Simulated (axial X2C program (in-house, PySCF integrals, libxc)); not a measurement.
What spin–orbit coupling does to GaO

Computed with an in-house all-electron X2C program for linear molecules (integrals from PySCF). Spin-free means the one-electron spin-free X2C Hamiltonian; two-component (2c) means X2C with spin–orbit coupling and atomic mean-field two-electron Coulomb and Gaunt terms, so the difference of the two also holds small scalar two-electron terms. Basis: Ga dyall-cv3z [9s9p7d4f1g], O dyall-av3z [7s6p3d2f] (cores contracted in-house); Gaussian nuclei, density fitting, unrestricted open shells. Masses: Ga 68.926 u, O 15.995 u.

Spin-free state: M_S = 1/2, Λ = 0 (beyond evenly filled blocks: σα); fragments Ga + O.

```json
{"level": "PBE0", "Re (Å)": "1.697", "ωe (cm⁻¹)": "737.9", "De (eV)": "4.143", "μ (D)": "-3.77"}
{"level": "PBE", "Re (Å)": "1.703", "ωe (cm⁻¹)": "753.7", "De (eV)": "4.755", "μ (D)": "-3.65"}
```

Dipoles are positive if O is the positive end.

Two-component determinant lowest at the distance of the search:

Ω = 1/2 (⟨Sz⟩ = 0.50, ⟨Lz⟩ = 0.00 at PBE0); fragments Ga + O.

| level | Re (Å) | ωe (cm⁻¹) | μ (D) |
| --- | --- | --- | --- |
| PBE0 | 1.698 | 737.5 | -3.77 |
| PBE | 1.703 | 753.3 | -3.65 |

**Question.** From the two tables, how do the constants change at the PBE0 level (2c against spin-free)?

**Answer.** At the PBE0 level Re is unchanged within 0.001 Å and ωe goes down by 0.4 cm⁻¹.

The state is one determinant whose occupation by symmetry is held fixed; it was picked as the lowest of a PBE0 search that is not exhaustive. De is counted from the lowest determinant-based energies of the atoms at the same level, without counterpoise correction. De is not given where an atomic determinant may have missed its ground term or J level, or where the truncated virtual space spoils (T). Density functionals use the spin component along the axis (collinear). Without a current term, density functionals place determinants with orbital angular momentum somewhat too high.
